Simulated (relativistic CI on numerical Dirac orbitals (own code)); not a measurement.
## Hyperfine structure of Xe⁺, mass number 129

Method of calculation: Dirac-Coulomb-Breit CI, KLI orbitals optimised for each configuration, model QED, valence Slater integrals scaled by 0.85, P86 correlation energy added to each configuration (own radial code, finite nucleus).

CI space (outside the closed core [Kr] 4d10): 5s²5p⁵, 5s5p⁶, 5s²5p⁴6s, 5s²5p⁴5d, 5s²5p⁴6p, 5s²5p⁴7s, 5s5p⁵5d, 5s²5p⁴6d, 5s²5p⁴4f, 5s²5p⁴7p, 5s²5p⁴7d, 5s²5p⁴5f, 5s²5p⁴5g, 5s²5p⁴6f, 5s²5p⁴7f, 5s²5p³5d², 5s²5p²5d²6s, 5s²5p²5d³, 5s²5p²5d²6p, 5s²5p²5d²7s, 5s5p³5d³. Double excitations out of closed p, d and f shells are left out; levels of such configurations are missing from the list, as are those of other unlisted configurations, and high levels can miss mixing partners. These lack a partner that the ground configuration has and come out too high: 5s²5p⁴6d, 5s²5p⁴4f, 5s²5p⁴7p, 5s²5p⁴7d, 5s²5p⁴5f.

Nuclear spin I = 1/2, μ = -0.77796 μN (tables of Stone and Pyykkö). The electronic factors are computed for point nuclear moments, without core polarisation; leaving it out makes A of s and p electrons in near-neutral atoms 20 to 40 % too small, and it can dominate for d and f shells.

```json
{"Level": "5s²5p⁵ ²P°3/2", "E (eV)": "0.0000", "A (MHz)": "-1785"}
{"Level": "5s²5p⁵ ²P°1/2", "E (eV)": "1.2947", "A (MHz)": "-11940"}
{"Level": "5s²5p⁴6s ⁴P5/2", "E (eV)": "12.0888", "A (MHz)": "-2939"}
{"Level": "5s²5p⁴5d ⁴D7/2", "E (eV)": "12.3460", "A (MHz)": "-615.2"}
{"Level": "5s²5p⁴5d ⁴D5/2", "E (eV)": "12.3642", "A (MHz)": "-1066"}
{"Level": "5s²5p⁴5d ⁴D3/2", "E (eV)": "12.4726", "A (MHz)": "-1372"}
{"Level": "5s²5p⁴5d ⁴D1/2", "E (eV)": "12.5910", "A (MHz)": "-2669"}
{"Level": "5s²5p⁴5d ⁴F9/2", "E (eV)": "12.8597", "A (MHz)": "-871"}
```

Levels with J = 0, under 50 % of one LS term, or S terms without an open s electron are left out. Small factors come from cancelling terms and can be off by tens of per cent or more.

For a near-neutral ion this model can misplace configurations by up to about 10,000 cm⁻¹ (more where the count of f electrons changes) and terms by 10 to 25 % of their spread. Rates follow the energies as ν³ (E1, M1) or ν⁵ (E2), so they and the lifetimes can be off by large factors. The fine structure of a lone outer electron comes out too small, for d and f at times inverted, and misplaced configurations move strength between like terms. 10 of the 17 excited levels that our extract of the measured tables holds in this range could be paired (the sources list more); they are missed by 5242 cm⁻¹ on average and 12782 at most, and levels without a partner can miss by more.

Question: Give the hyperfine levels of 5s²5p⁵ ²P°1/2 relative to its centre of gravity.

Answer: With K = F(F + 1) − I(I + 1) − J(J + 1), E = AK/2: F = 0: 8954, F = 1: -2985 MHz.

LS names give the leading component of a level, which can be under half, so a name can repeat, a term be missing and a line seem to break the LS rules.
